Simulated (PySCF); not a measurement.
## Correlation energy of C⁺ (carbon, charge +1)

[He] 2s2 2p1, 2P determinant. Computed with PySCF 2.14 in cc-pVDZ (3s2p1d, 14 functions), with the non-relativistic Hamiltonian (point nucleus). Frozen: 1s2; 3 electrons correlated.

MP2 pair energies summed by pair of shells (mhartree):

```
 pair  energy  share (%)
2s-2s  -25.63       62.1
2s-2p  -15.66       37.9
```

Total MP2 correlation energy: -41.29 mhartree.

Same-spin part -2.39 and opposite-spin part -38.90 mhartree; SCS-MP2 scales them by 1/3 and 6/5 to -47.48 mhartree.

```
  level  correlation energy (mhartree)
   CCSD                         -66.71
    (T)                          -0.65
CCSD(T)                         -67.36
```

Diagnostics: T1 = 0.0084, D1 = 0.0157, largest double amplitude 0.136.

**Question.** Is a single reference adequate?

**Answer.** Mostly. T1 lies below 0.03, but a double amplitude of this size points to a near-degeneracy that CCSD handles and MP2 describes poorly.
